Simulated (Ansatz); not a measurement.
Saddle point of SiNH₅OF₂, singlet (SiH₂OF₂ ([OH][SiH]([F])[F]) + NH₃ → SiNH₃F₂ ([NH2][SiH]([F])[F]) + H₂O; bonds formed: O2–H6; dative contacts that become bonds: Si1–N7; bonds broken: Si1–O2, H6–N7), PBE0-D4/def2-TZVP structure:

```xyz
10
angstrom
Si 0.4746 0.6166 0.2218
O 0.8843 -1.1683 -0.4263
F -0.1595 2.0427 0.6896
F 0.9079 0.1306 1.6897
H 1.4396 1.1477 -0.7515
H -0.3356 -1.0956 -0.4805
N -1.1264 -0.1087 -0.3416
H 1.2718 -1.7671 0.2168
H -1.8493 -0.0989 0.3684
H -1.5075 0.3010 -1.1865
```

Energies are electronic, without zero-point energy. Barriers and step energies count from the start structure reached by relaxing down the imaginary mode; all methods use the PBE0-D4 structures, on which another method's saddle can fall below an end. Computed with Ansatz 0.2.0 (basis: def2-TZVPP, with def2-QZVPP for the basis limit); correlated methods freeze the cores. B3LYP uses VWN-RPA correlation. Extrapolation: Hartree–Fock as exp(−7.88 √X), correlation as X^−2.97.

```
      method  barrier (kJ/mol)  step energy (kJ/mol)
       SPW92                 ?                  78.4
      PBE-D4             120.4                  57.9
     BLYP-D4             131.2                  49.7
   r2SCAN-D4             134.9                  66.7
      B97M-V             151.8                  66.0
     PBE0-D4             133.7                  61.3
    B3LYP-D4             140.6                  53.9
  r2SCAN0-D4             142.8                  67.4
    BHLYP-D4             156.8                  58.7
CAM-B3LYP-D4             141.6                  59.5
     wB97X-V             142.9                  62.7
     wB97M-V             142.2                  63.7
      B2PLYP             144.4                  56.9
    PBE-QIDH                 ?                  64.9
  RPA on PBE             146.4                  59.6
          HF                 ?                  47.7
         MP2             143.2                  61.3
        CCSD             155.3                  59.7
     CCSD(T)             148.3                  61.2
```

Task: Fill in the withheld barriers. (An estimate is asked for; the value comes from the calculation.)

Result: Computed: SPW92 102.3; HF 188.9; PBE-QIDH 143.4 kJ/mol. Each is the energy of the saddle less that of the start structure, by the same method.

For comparison, the barrier by CCSD(T) at an estimated basis limit (MP2 extrapolated from triple and quadruple zeta, plus CCSD(T) − MP2 in triple zeta) is 148.3 kJ/mol.

No T1 diagnostic of these runs exceeds 0.012.

Labels in which every atom is bracketed show which atoms are joined, not bond orders.

For scale, one of the runs: CCSD(T)/def2-TZVPP, 236 basis functions, launched by `ansatz run in.yaml --threads 4 --pin off --events-out ev --progress --plain --max-ram 9574MiB`. The run took 4.2 min on 4 CPU threads of an AMD EPYC (shared host), with 4.7 GiB of host memory at its peak.
